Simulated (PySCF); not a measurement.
## Computed structure and properties of [Tl(H2O)2]3+

System: [Tl(H2O)2]3+ (singlet); start: displaced along the imaginary mode (C1). Method: PySCF 2.14.0, RKS PBE0, Tl def2-SVP with ECP60, O def2-SVP, H def2-SVP; non-relativistic Hamiltonian with scalar-relativistic core potentials where named; density fitting; no spin-orbit coupling.

Input of the relaxation:

```python
mol = gto.M(atom='''
Tl    -0.00112    -0.00433    -0.00000
O     -0.01312     0.03754     2.06695
H      0.71127     0.50360     2.61825
H     -0.47354    -0.68122     2.62969
O      0.03588     0.05025    -2.06695
H      0.40703    -0.76011    -2.62733
H     -0.77778     0.42470    -2.62061''',
    basis={'Tl': 'def2-SVP', 'O': 'def2-SVP', 'H': 'def2-SVP'},
    ecp={'Tl': 'def2-SVP'},
    charge=3, spin=0)
mf = dft.RKS(mol, xc='PBE0')
mf.grids.atom_grid = (50, 194)
mf = mf.density_fit()  # fitting sets: Tl def2-universal-JKFIT, O def2-universal-JKFIT, H def2-universal-JKFIT
mf.conv_tol = 1e-08; mf.max_cycle = 55
mf.kernel(dm0)  # dm0: converged density of the start geometry
# quasi-Newton relaxation in Cartesian coordinates to a largest gradient under 0.00045 Eh/bohr, steps kept in the point group
```

Run from Python with OMP_NUM_THREADS=2; the lines above give its settings. Where DIIS fails, smearing, a level shift and second-order steps follow.
It took 14 s on 2 threads of AMD EPYC 9R14 (Zen 4), on a shared host, from the converged density of the start.

Course of the relaxation:

| step | energy above end (eV) | largest force component within the symmetry (eV/Å) |
| --- | --- | --- |
| 0 | 0.1021 | 2.107 |
| 1 | 0.0032 | 0.172 |
| 2 | 0.0019 | 0.128 |
| 3 | 0.0006 | 0.033 |
| 4 | 0.0002 | 0.025 |
| 5 | 0.0000 | 0.022 |
| 6 | 0.0000 | 0.015 |

Relaxed geometry (C2):

```xyz
7

Tl   -0.0175   -0.0734    0.0000
O    -0.0248    0.0470    2.0818
H     0.7147    0.5091    2.5850
H    -0.4639   -0.6583    2.6501
O    -0.0096    0.0016   -2.0825
H     0.4340   -0.7127   -2.6363
H    -0.7443    0.4572   -2.5982
```

```
     contact      Å
Tl1–O2 (H2O)  2.085
Tl1–O5 (H2O)  2.084
```

On the finer grid (75, 302):

The HOMO is -28.68 eV and the LUMO is -23.49 eV. The dipole about the centre of mass is 0.78 D and the set of Mulliken populations of Tl1 outside the core potential is s 2.87, p 6.32, d 10.02. The D3(BJ) dispersion energy (not in the energies) is -0.081 eV.

```
atom  Mulliken (e)  Löwdin (e)  spin (e)
 Tl1          1.79        1.59      0.00
  O2         -0.19        0.19      0.00
  H3          0.40        0.26      0.00
  H4          0.40        0.26      0.00
  O5         -0.19        0.18      0.00
  H6          0.40        0.26      0.00
  H7          0.40        0.26      0.00
```

On the grid (50, 194), as all that follows. Harmonic modes: a minimum; lowest 86 cm⁻¹ (negative: unstable), highest 3383 cm⁻¹, zero-point energy 1.256 eV.

Taking off one H2O (charge 0, singlet; the rest: singlet) in vacuum, both parts rigid, costs 6.76 eV; the small basis without counterpoise inflates it. Parting with an electron moved from the ligand to the metal can be far cheaper, even downhill.

Rigid scan of H2O along the line from its metal:

(distance to O2 (Å), energy (eV)): (1.79, 1.115), (1.89, 0.413), (1.99, 0.086), (2.09, 0.000), (2.19, 0.062), (2.29, 0.209), (2.49, 0.599)

One start shape was tried, so this needn't be the lowest isomer.
